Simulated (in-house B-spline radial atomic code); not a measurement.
RPA and G0W0 for the ruthenium ion Ru⁸⁺, [Ar] 3d10 4s2 4p6, as one setting changes: the highest l of the empty states. Start: r2SCAN. A dash marks a level of low quasi-particle weight. Computed with an all-electron radial atomic-structure program (B-spline basis): all electrons, scalar-relativistic (spin-free one-electron X2C), finite nucleus, each spin shell either full or empty, empty states to the listed l with an (l + 1/2)⁻⁴ tail; G0W0 by contour deformation at full frequency.

| highest l of the empty states | RPA summed (Eh) | RPA extrapolated (Eh) | G0W0 level (eV) |
| --- | --- | --- | --- |
| 4 | -2.4332 | -2.8021 | 4p -180.12 |
| 5 | -2.5926 | -2.8146 | 4p -180.12 |
| 6 | ? | ? | ? |
| 7 | -2.7105 | -2.7937 | 4p -180.09 |
| 8 | -2.7329 | -2.7861 | 4p -180.09 |
| 9 | ? | ? | ? |
| 10 | -2.7546 | -2.7801 | 4p -180.08 |
| 11 | -2.7602 | -2.7788 | 4p -180.08 |

Problem. What belongs in the row for 6?

Solution. RPA summed (Eh): -2.6698; RPA extrapolated (Eh): -2.8025; G0W0 level (eV): 4p -180.10.

Problem. What belongs in the row for 9?

Solution. RPA summed (Eh): -2.7462; RPA extrapolated (Eh): -2.7822; G0W0 level (eV): 4p -180.08.
